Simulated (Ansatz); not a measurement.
Calculated with Ansatz (gas phase, PBE0-D4/def2-TZVP geometries, no zero-point term in ΔE). CBS: MP2 limit from def2 TZ/QZ plus the TZ coupled-cluster correction, frozen cores. This one scheme is used for every species. Functionals use def2-TZVPP. Each species was taken in one conformer, which may not be the lowest.

Reaction (ligand exchange at the Si–C bond): `N[SiH](F)CF` + `N[SiH](S)Cl` → `N[Si@H](F)S[Si@@H](N)Cl` + fluoromethane

| species | r2SCAN-D4 energy (Eh) |
| --- | --- |
| `N[SiH](F)CF` | -585.12069 |
| `N[SiH](S)Cl` | -1205.11586 |
| `N[Si@H](F)S[Si@@H](N)Cl` | -1650.53686 |
| `CF` | -139.73237 |

Task: Work out ΔE.

Result: ΔE = (-1650.53686) + (-139.73237) − (-585.12069) − (-1205.11586) = -0.03268 Eh = -85.8 kJ/mol. CCSD(T)/CBS gives -84.8 kJ/mol.

Largest T1 diagnostic among the species: 0.011.

From PBE to PBE0 (25 % exact exchange), in def2-TZVPP and without D4, ΔE moves by −4.8 kJ/mol. The D4 term adds −13.5 kJ/mol with B3LYP and −7.8 kJ/mol with PBE0; it sums over pairs of atoms, weighted by their polarisabilities, and B3LYP, whose exchange is more repulsive, gets the larger term.

B3LYP here is the variant with VWN-RPA as its local correlation; programs differ in this.
